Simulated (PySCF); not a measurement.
All values below come from PBE-D3(BJ)/def2-TZVP // CAM-B3LYP-D3(BJ)/def2-TZVP (PySCF). Isolated molecules, 0 K electronic values unless said otherwise. One relaxed conformer stands for a flexible species; it need not be the lowest. Excitations are Tamm–Dancoff values on a coarser integration grid. The basis has no diffuse functions, so Rydberg states are missing or too high.

Reference species (SMILES): `C=C(Cl)/C=C/[SiH3]` (Cl–C–C–C torsion 0°) (neutral, multiplicity 1).

```json
{
 "S1 oscillator strength": "0.147",
 "HOMO": "-6.19 eV",
 "S1–T1 gap (TDA)": "1.96 eV"
}
```

Changed species: `C=C([SiH3])C(=C)Cl` (Si–C–C–Cl torsion 45°).

### Question
Give the shifts of the S1 oscillator strength, HOMO and S1–T1 gap (TDA).

### Answer
the S1 oscillator strength falls by 0.101, to 0.046; the HOMO stays essentially unchanged; the S1–T1 gap (TDA) decreases by 0.73 eV, to 1.23 eV.
